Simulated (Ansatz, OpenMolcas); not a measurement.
**Worked example: the enthalpy of formation of C2H3Br (SMILES C=CBr)**

C2H3Br has 6 atoms, charge 0, and is taken as a singlet. As SMILES, `C=CBr`. The shape is that of a PBE0-D4/def2-TZVP optimisation.

Total energies at revPBE/aug-cc-pVDZ (OpenMolcas 26.06); the atoms run unrestricted:

| species | state | energy (Eh) |
| --- | --- | --- |
| C2H3Br | singlet | -2651.885097 |
| C | triplet | -37.841055 |
| Br | doublet | -2573.865325 |
| H | doublet | -0.503794 |

Harmonic wavenumbers at PBE0-D4/def2-TZVP, in cm⁻¹: 349, 607, 626, 940, 982, 1019, 1280, 1403, 1677, 3165, 3227, 3261.

Measured heats of formation of the gaseous atoms at 298.15 K, in kJ/mol: C 716.9, Br 111.9, H 218.0. Spin-orbit lowering of the atoms at 298 K (mean of the ground term's levels less their thermal mean, from spectra), in kJ/mol: C 0.02, Br 14.69. Take 1 Eh = 2625.50 kJ/mol, 1 cm⁻¹ = 0.0119627 kJ/mol, RT = 2.479 kJ/mol.

Q: What heat of formation follows?

A: 
1. Electronic atomisation energy: 2 × (-37.841055) + (-2573.865325) + 3 × (-0.503794) − (-2651.885097) = 0.826280 Eh = 2169.4 kJ/mol.
2. Zero-point energy: half the sum of the wavenumbers, 9268 cm⁻¹ = 110.9 kJ/mol.
3. Thermal vibrational enthalpy, Σ hcν̃/(exp(hcν̃/kT) − 1): 2.1 kJ/mol. Translation, rotation and pV of a non-linear molecule: 4 RT = 9.9 kJ/mol.
4. The 6 free atoms carry 5/2 RT each: 37.2 kJ/mol.
5. Spin-orbit coupling lowers the free atoms by 2 × 0.02 + 14.69 = 14.7 kJ/mol.
6. Atomisation enthalpy at 298 K: 2169.4 − 14.7 − 110.9 − 2.1 − 9.9 + 37.2 = 2069.0 kJ/mol.
7. Sum of the atoms' heats of formation: 2199.7 kJ/mol. Heat of formation: 2199.7 − 2069.0 = +130.7 kJ/mol.

The tabulated value is +73.7 kJ/mol (Active Thermochemical Tables), so this level is off by +57.0 kJ/mol, or 2.7 % of the atomisation enthalpy. Relativity is left out. Anharmonicity and any spin-orbit splitting of the molecule are left out.
